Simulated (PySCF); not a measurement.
# State search for AlCd⁺

Unrestricted PBE0; basis Al def2-SVPD, Cd def2-SVPD with ECP28; scalar-relativistic core potentials; PySCF 2.14. Outer shells of the fragments: Al+ 3s2; Cd 4d10 5s2.

Followed along the bond (rough minima from three points):

| 2Ms+1 | unpaired | ⟨S²⟩ at the start | R at minimum (Å) | Te (eV) |
| --- | --- | --- | --- | --- |
| 1 | none | 0.00 | 3.04 | 0.00 |
| 3 | σ ↑, π ↑ | 2.02 | 2.64 | 2.29 |

Solutions found at the starting distance of 2.695 Å, counted from the lowest of them; the search is not exhaustive and high or unbound solutions are not listed, so other states can lie among these:

```tsv
2Ms+1	unpaired	term	E (eV)	⟨S²⟩	⟨Lz²⟩	μ (D)
1	none	¹Σ⁺	0.00	0.00	0.00	-4.29
3	σ ↑, π ↑	³Π	2.15	2.02	1.00	-2.62
3	σ ↑↑	³Σ⁺	2.38	2.00	0.00	-5.42
1	σ ↑, π ↓	mixed	2.47	1.02	1.01	-2.48
3	π ↑↑	³Σ⁻	5.43	2.15	0.00	-0.91
1	π ↑↓	mixed	5.73	1.01	2.02	-1.22
1	none	mixed	6.33	0.00	2.00	-1.68
3	π ↑↑	mixed	7.66	2.02	2.01	-4.40
3	σ ↑, δ ↑	³Δ	7.98	2.01	4.00	0.21
1	σ ↑, δ ↓	mixed	8.07	1.01	4.00	0.33
```

A term symbol is given only where ⟨S²⟩ and ⟨Lz²⟩ are close to those of a pure state; real π, δ and φ orbitals otherwise mix terms. A positive dipole points towards Cd; it is taken about the centre of mass and depends on that origin.

Task: Compare the gap between the two lowest followed solutions at the starting distance with the gap between their minima.

Result: At PBE0 the second solution (triplet, unpaired electrons σ ↑, π ↑) lies +2.15 eV from the first (singlet, closed shell) at 2.695 Å and +2.29 eV at the minima; the two curves relax by different amounts, since their minima lie near 2.64 and 3.04 Å.

Counting both spins, an empty level lies below a filled one in some of these solutions, because spin and occupation are held.
